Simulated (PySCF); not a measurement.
A TDDFT job was run through a driver script with this input:

```
{"job": {"kind": "uv", "xc": "PBE0", "basis": "def2-SVPD", "nstates": 6, "ntriplets": 2}, "charge": 0, "multiplicity": 1}
Si    -2.768115    -0.234001    -0.219823
Si    -1.110685    -0.158776     1.400848
Si     0.997414     0.495252     0.612840
Si     2.367546    -1.114836    -0.385875
P      0.581349     2.211904    -0.788443
H     -2.991269     1.080488    -0.823057
H     -2.379969    -1.139075    -1.307906
H     -4.064009    -0.705084     0.270813
H     -1.527462     0.685408     2.531604
H     -0.924554    -1.479684     2.026670
H      1.769697     1.188123     1.667504
H      1.717831    -1.680546    -1.574049
H      3.673931    -0.620560    -0.833447
H      2.619922    -2.223053     0.536342
H      1.862974     2.290377    -1.289521
H      0.167801     1.413007    -1.835911
```

Level of theory: TDDFT PBE0/def2-SVPD, vertical, gas phase, core orbitals frozen in the response in PySCF. Job line and output are in the format of a driver script around the code.

(1) Give the output.

Results:

(1) 
```
coarse grid: 14944 points
cycle   1  E = -1504.6495174158  dE = -1.972e-01  |g| = 1.607e-01  |ddm| = 4.460e+00
cycle   2  E = -1504.6530947782  dE = -3.577e-03  |g| = 1.183e-01  |ddm| = 6.352e-01
cycle   3  E = -1504.6580250169  dE = -4.930e-03  |g| = 3.631e-02  |ddm| = 3.220e-01
cycle   4  E = -1504.6585509170  dE = -5.259e-04  |g| = 7.754e-03  |ddm| = 8.717e-02
cycle   5  E = -1504.6585760798  dE = -2.516e-05  |g| = 1.400e-03  |ddm| = 2.043e-02
cycle   6  E = -1504.6585768007  dE = -7.209e-07  |g| = 4.844e-04  |ddm| = 4.447e-03
final grid: 118728 points
cycle   7  E = -1504.8366717457  dE = -1.298e-05  |g| = 1.612e-03  |ddm| = 6.902e-02
cycle   8  E = -1504.8366716958  dE =  4.991e-08  |g| = 1.630e-03  |ddm| = 7.448e-03
cycle   9  E = -1504.8366726929  dE = -9.972e-07  |g| = 1.981e-04  |ddm| = 3.621e-03
cycle  10  E = -1504.8366727096  dE = -1.668e-08  |g| = 5.084e-05  |ddm| = 5.705e-04
cycle  11  E = -1504.8366727107  dE = -1.113e-09  |g| = 1.034e-05  |ddm| = 1.567e-04
cycle  12  E = -1504.8366727108  dE = -4.684e-11  |g| = 2.557e-06  |ddm| = 3.096e-05
converged SCF energy = -1504.8366727108

Static polarisability (au): isotropic 148.866, principal 128.853 148.011 169.735

Singlet excitations
state   eV       nm        f      main configurations
  1   5.4203    228.7   0.01524   H->L 0.98
  2   5.6106    221.0   0.03451   H->L+1 0.94
  3   6.1220    202.5   0.07570   H->L+2 0.80
  4   6.2234    199.2   0.02495   H->L+3 0.80
  5   6.3075    196.6   0.04092   H-1->L+1 0.72, H-1->L 0.20
  6   6.4308    192.8   0.14368   H-1->L 0.52, H-1->L+1 0.15, H->L+2 0.11

Triplet excitations (Tamm-Dancoff, eV): 4.9941 5.0423
```

Geometry: GFN2-xTB, one conformer, isolated molecule.

The SCF starts on a coarse grid; the energy jumps when the final grid takes over, and dE counts afresh there. H and L stand for HOMO and LUMO.

Hardware: one thread of an Intel Xeon Platinum 8488C, no GPU, shared host with 192 logical CPUs at a one-minute load of 118. Cost: 38 s, 0.79 GiB resident at most.

Shape of the structure used: `[SiH3:1][SiH2:2][Si@@H:3]([SiH3:4])[PH2:5]`: Si1–Si2–Si3–Si4 -83°, H–P5–Si3–Si2 -171°, H–P5–Si3–Si2 -78°.
